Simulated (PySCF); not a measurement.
Atomic charges by several schemes

Compound: C₅H₁₀N₃ (charge +1).
Geometry (GFN2-xTB, Å), atoms numbered from 1 in this order:
```
atom  x, y, z in Å
C1    -1.8577    1.3895   -0.1099
C2    -0.5899    0.6483   -0.2289
C3     0.7237    1.0688   -0.2886
N4     1.4685   -0.0510   -0.3902
C5     2.8948   -0.1575   -0.4742
N6     0.7198   -1.1090   -0.3982
N7    -0.5142   -0.7050   -0.3019
C8    -1.5967   -1.6419   -0.2791
H9    -2.3858    1.1007    0.7986
H10   -2.5105    1.1728   -0.9550
H11   -1.6674    2.4578   -0.0793
H12    1.1424    2.0536   -0.2648
H13    3.2646    0.3883   -1.3422
H14    3.1537   -1.2102   -0.5662
H15    3.3573    0.2545    0.4232
H16   -2.2750   -1.4570   -1.1128
H17   -1.1820   -2.6444   -0.3608
H18   -2.1543   -1.5521    0.6539
```

Density: PBE0/pcSseg-1 (PySCF); schemes: Mulliken, IAO, Hirshfeld and ESP-fitted. Isolated species at its GFN2-xTB geometry, gas phase.

Question: Atoms with like bonding are taken together and averaged. For which atoms does the sign change between the 4 schemes (beyond +0.03 e in one, beyond −0.03 e in another)?

Answer: C3, N4, N6 and N7.

Question: At which atom do the 4 schemes differ most?

Answer: At N4: from -0.392 (Mulliken) to +0.497 e (ESP-fitted), 0.889 e apart.

Question: Give the atomic charges in each scheme.

Answer: In e; atoms taken as equivalent share a row and are averaged (×n: the atom named and its like, n in all):

```csv
atom,environment,Mulliken,IAO,Hirshfeld,ESP-fitted
C1,benzylic-type carbon,-0.111,-0.446,-0.091,-0.580
C2,substituted aromatic carbon,+0.104,+0.100,+0.079,+0.230
C3,aromatic CH next to a ring nitrogen,+0.154,-0.098,+0.021,-0.409
N4,three-coordinate ring nitrogen,-0.392,+0.115,+0.099,+0.497
C5,N-methyl carbon,-0.033,-0.328,-0.025,-0.361
N6,ring nitrogen,+0.095,-0.079,+0.001,-0.414
N7,ring nitrogen,-0.480,+0.099,+0.093,+0.387
C8,N-methyl carbon,-0.037,-0.327,-0.026,-0.351
H9/H10/H11,methyl hydrogen,+0.174,+0.189,+0.077,+0.212
H12,aromatic hydrogen,+0.140,+0.214,+0.104,+0.283
H13/H14/H15,methyl hydrogen,+0.173,+0.198,+0.086,+0.181
H16/H17/H18,methyl hydrogen,+0.173,+0.196,+0.085,+0.180
```

Mean size of the charges over all atoms: ESP-fitted 0.291 e, IAO 0.197 e, Mulliken 0.173 e, Hirshfeld 0.071 e. Each set sums to the total charge, 1, to within 0.001 e. The Hirshfeld scheme divides the density at each point in proportion to the densities of the neutral, spherically averaged free atoms.

Some averages cover members that differ in this geometry: H9/H10/H11, ESP-fitted +0.198 to +0.241; H16/H17/H18, ESP-fitted +0.170 to +0.199 e.

Question: How many electrons does the Mulliken scheme count on C2?

Answer: Z − q = 6 − (+0.104) = 5.896.

Question: Sum the charges by element.

Answer: 
```
element  atoms  Mulliken     IAO  Hirshfeld  ESP-fitted
      C      5    +0.078  -1.099     -0.043      -1.473
      N      3    -0.778  +0.136     +0.194      +0.469
      H     10    +1.700  +1.963     +0.849      +2.003
```
